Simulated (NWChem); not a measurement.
C3H4FNSi; SMILES FC1=C[SiH2]N=C1

```xyz
10

F      0.1288    -2.3464     0.0000
C      0.1109    -1.0218     0.0000
C      1.1783    -0.2085     0.0000
Si     0.4001     1.4917     0.0000
N     -1.2914     0.9131     0.0000
C     -1.2297    -0.3600     0.0000
H      2.2047    -0.5764     0.0000
H      0.6803     2.2988    -1.2201
H      0.6803     2.2988     1.2201
H     -2.1292    -1.0010     0.0000
```
Atoms are numbered in this order, from 1.

Program: NWChem. The geometry was optimised at PBE0/def2-SVP. GIAO values for the isolated, static molecule; σ is the absolute isotropic shielding, δ = σ(reference) − σ with the isolated reference molecule computed at the same levels (13C: tetramethylsilane, 19F: trichlorofluoromethane, 1H: tetramethylsilane, 15N: ammonia, 29Si: tetramethylsilane).

What does the run give for BHandHLYP/pcSseg-1? Quantities: δ F1 (ppm); δ C3 (ppm); δ Si4 (ppm); δ N5 (ppm); δ C6 (ppm); δ H8 (ppm); δ H10 (ppm).


| Property | Value |
|---|---|
| δ F1 (ppm) | -87.6 |
| δ C3 (ppm) | 111.8 |
| δ Si4 (ppm) | -13.9 |
| δ N5 (ppm) | 396.3 |
| δ C6 (ppm) | 181.5 |
| δ H8 (ppm) | 4.91 |
| δ H10 (ppm) | 8.38 |
